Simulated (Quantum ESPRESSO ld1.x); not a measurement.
Results of a calculation; reference values are marked as such.
Problem. The aim is neutral dysprosium in [Xe] 4f10 6s2. What will ld1.x (Quantum ESPRESSO 7.5) do with this input?

```
 &input
    zed=66.0,
    iswitch=1,
    rel=2,
    dft='PBE',
    config='[Xe] 4f10 6s2',
    lsmall=.true.,
    dx=0.003,
    prefix='ld1',
    max_out_wfc=37,
    file_charge='ld1.rho',
 /
```

Solution. Refused. The program stops in do_mesh with "ndmx is too small": the mesh holds 3500 points at most, so dx, xmin and rmax must fit that.

Output (excerpt):

```
     Program LD1 v.7.5 starts

 %%%%%%%%%%%%%%%%%%%%%%%%%%%%%%%%%%%%%%%%%%%%%%%%%%%%%%%%%%%%%%%%%%%%%%%%%%%%%%
     Error in routine do_mesh (1):
     ndmx is too small
 %%%%%%%%%%%%%%%%%%%%%%%%%%%%%%%%%%%%%%%%%%%%%%%%%%%%%%%%%%%%%%%%%%%%%%%%%%%%%%

     stopping ...
```

Run on one thread of a shared host, so times are rough (Intel(R) Xeon(R) Processor @ 2.60GHz): 0.48 s of CPU time, 0.49 s wall.
